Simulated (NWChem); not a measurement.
Atomisation of fluoroethane (C2H5F)

```
C
F 1 1.3841
H 1 1.1051 2 108.11
H 1 1.1051 3 107.93 2 -116.71
C 1 1.5140 3 111.15 4 -122.12
H 5 1.1012 1 110.71 3 -179.90
H 5 1.1012 6 108.24 1 -121.51
H 5 1.1020 6 108.34 7 -117.27
```
Charge 0, spin multiplicity 1.

The numbers come from NWChem runs, not from measurements. Structure: optimised with B3LYP/def2-SVP, a minimum by its harmonic frequencies.

Basis set: def2-TZVP. The atomisation energy is electronic alone: no zero-point, thermal, spin-orbit or counterpoise terms. No value is extrapolated to the basis-set limit. Free atoms are single determinants with multiplicities C 3, F 2, H 2. Correlated methods freeze the same cores in atoms and molecule, 3 orbitals in all.

B3LYP has NWChem's definition, with VWN1-RPA local correlation. No SCF solution was tested for a lower state. Open-shell Hartree-Fock references start from PBE0 orbitals.

Q: One of these methods gave an atomisation energy of 698.3 kcal/mol. Which?
(A) LDA (SVWN5)
(B) BLYP
(C) MP2
(D) BHandHLYP

A: D, BHandHLYP. The others give 819.9 (LDA (SVWN5)), 713.8 (BLYP), 703.2 (MP2).
